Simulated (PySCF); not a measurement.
Sn(OH)4 (H4O4Sn), SMILES [OH][Sn]([OH])([OH])[OH]. Geometry: PBE0-D3(BJ)/def2-SVP. The structure was generated by enumeration; whether it is a known compound was not checked. The def2 effective core potentials stand for the cores of Sn; spin–orbit coupling is left out. Other conformers were not sampled.

The numbers are results of PBE0-D3(BJ)/def2-SVP (PySCF), not measurements.

Harmonic wavenumbers (cm⁻¹): 105, 128, 161, 161, 166, 186, 214, 214, 268, 619, 649, 659, 659, 851, 869, 875, 875, 3881, 3881, 3882, 3885. Rotational constants (GHz): 2.912, 2.912, 2.565; symmetry number 2.

**Question.** Work out the zero-point energy and the ideal-gas rigid-rotor harmonic-oscillator thermochemistry at 298.15 K and 1 atm.

**Answer.** ZPE = ½ Σ hcν = ½ × 23187 cm⁻¹ = 33.15 kcal/mol. H − E(el) = 39.40 kcal/mol. Entropy in cal/(mol K): translation 41.58, rotation 25.72, vibration 23.93, total 91.22. G − E(el) = 12.20 kcal/mol. Cp = 30.64 cal/(mol K). Modes under 150 cm⁻¹ make the vibrational entropy uncertain.
